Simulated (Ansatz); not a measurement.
Two isomers of C2H8OSi2: A = `C=C[SiH2]O[SiH3]`, B = `C[SiH]1CO[SiH2]1`.

Isolated molecules relaxed with PBE0-D4/def2-TZVP in Ansatz; ΔE leaves out vibrations. CCSD(T)/CBS is the MP2 limit (def2-TZVPP, def2-QZVPP) plus CCSD(T) − MP2 in def2-TZVPP, frozen cores. Functionals use def2-TZVPP. B3LYP here is the variant with VWN-RPA as its local correlation; programs differ in this. One conformer a species, not always the lowest.

A:

```xyz
13

C    -1.283   -1.213   -1.197
C    -1.550   -1.034    0.094
Si   -0.683    0.224    1.142
O     0.428    1.021    0.244
Si    1.993    1.096   -0.215
H    -1.799   -1.957   -1.798
H    -0.536   -0.616   -1.711
H    -2.314   -1.659    0.555
H    -0.013   -0.445    2.292
H    -1.651    1.217    1.675
H     2.445    2.508   -0.163
H     2.838    0.269    0.687
H     2.127    0.589   -1.606
```

B:

Z-matrix (Å, degrees):
```
C
Si 1 1.871
H 1 1.092 2 110.8
H 1 1.092 2 110.7 3 -120.0
H 1 1.093 2 110.8 3 120.3
C 2 1.928 1 115.9 3 -48.4
Si 2 2.325 1 121.7 3 35.1
H 2 1.491 1 110.1 3 -179.0
O 6 1.446 2 101.3 1 116.4
H 6 1.095 2 114.1 1 -1.0
H 6 1.094 2 114.5 1 -125.8
H 7 1.492 2 120.9 1 0.8
H 7 1.490 2 121.6 1 140.8
```

Question: Which isomer does CCSD(T)/CBS put lower? Give the gap. (Estimate.)

Answer: The calculation gave: A, by 32.4 kcal/mol.

Question: Give E(B) − E(A) in kcal/mol with CCSD(T)/def2-TZVPP, MP2/def2-TZVPP, CCSD/def2-TZVPP, B3LYP-D4, r2SCAN-D4, ωB97M-V, HF/def2-TZVPP. (Estimate.)

Answer: Ansatz gave: CCSD(T)/def2-TZVPP 32.3, MP2/def2-TZVPP 32.4, CCSD/def2-TZVPP 33.6, B3LYP-D4 32.7, r2SCAN-D4 27.7, ωB97M-V 30.1, HF/def2-TZVPP 44.1. None reverses the order clearly.

Largest T1 diagnostic: 0.012.

In def2-TZVPP, CCSD(T) changes the Hartree–Fock value by −11.9 kcal/mol (the triples alone add −1.3 kcal/mol) and MP2 by −11.8 kcal/mol. From PBE to PBE0 (25 % exact exchange), in def2-TZVPP and without D4, E(B) − E(A) moves by +1.8 kcal/mol.
